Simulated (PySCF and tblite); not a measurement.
Results of a calculation; reference values are marked as such.
C₇H₁₁N, numbered as in [N:1]#[C:2][CH:3]1[CH2:4][CH2:5][CH2:6][CH2:7][CH2:8]1.

Search: ETKDG, MMFF94s, GFN2-xTB, 60 starts; geometries at GFN2-xTB. Free energies are B3LYP-D3(BJ)/def2-SVP (IEF-PCM, chloroform) single points with GFN2-xTB rigid-rotor and vibrational terms (modes under about 100 cm⁻¹ blended into free rotors). Symmetry numbers and mirror images are counted. Conformers within 4 kcal/mol (GFN2-xTB free energy) were kept, 10 at most. GIAO shieldings: KT2/pcSseg-1 (IEF-PCM, chloroform). Shifts are against TMS (¹H), TMS (¹³C) at the same level. (PySCF 2.14, tblite 0.8.)

The 6-ring runs over atoms 3–4–5–6–7–8.

```json
{"conformer": "1", "shape": "6-ring chair (all substituents equatorial)", "symmetry": "Cs", "E(GFN2) kcal/mol": "0.04", "E(DFT) kcal/mol": "0.00"}
{"conformer": "2", "shape": "6-ring chair (C2 axial)", "symmetry": "Cs", "E(GFN2) kcal/mol": "0.00", "E(DFT) kcal/mol": "0.08"}
```

Q: How much do the weights at 298.15 K and the averaged shift of H3 depend on how the conformers are weighted?

A: 
```json
{"weighting": "DFT energy with thermal terms, symmetry and mirror images (full scheme)", "1 (%)": "58", "2 (%)": "42", "δ (ppm)": "2.79", "rms dipole (D)": "4.73"}
{"weighting": "DFT energy with symmetry and mirror images", "1 (%)": "53", "2 (%)": "47", "δ (ppm)": "2.82", "rms dipole (D)": "4.71"}
{"weighting": "bare DFT energy", "1 (%)": "53", "2 (%)": "47", "δ (ppm)": "2.82", "rms dipole (D)": "4.71"}
{"weighting": "GFN2-xTB energy with symmetry and mirror images", "1 (%)": "48", "2 (%)": "52", "δ (ppm)": "2.86", "rms dipole (D)": "4.70"}
{"weighting": "GFN2-xTB free energy", "1 (%)": "53", "2 (%)": "47", "δ (ppm)": "2.83", "rms dipole (D)": "4.71"}
{"weighting": "leading conformer alone", "1 (%)": "100", "2 (%)": "0", "δ (ppm)": "2.47", "rms dipole (D)": "4.87"}
{"weighting": "equal weights", "1 (%)": "50", "2 (%)": "50", "δ (ppm)": "2.85", "rms dipole (D)": "4.70"}
{"weighting": "full scheme, search stopped after three starts", "1 (%)": "100", "2 (%)": "0", "δ (ppm)": "2.47", "rms dipole (D)": "4.87"}
```

The largest departure from the full scheme, 0.32 ppm, comes with: leading conformer alone.
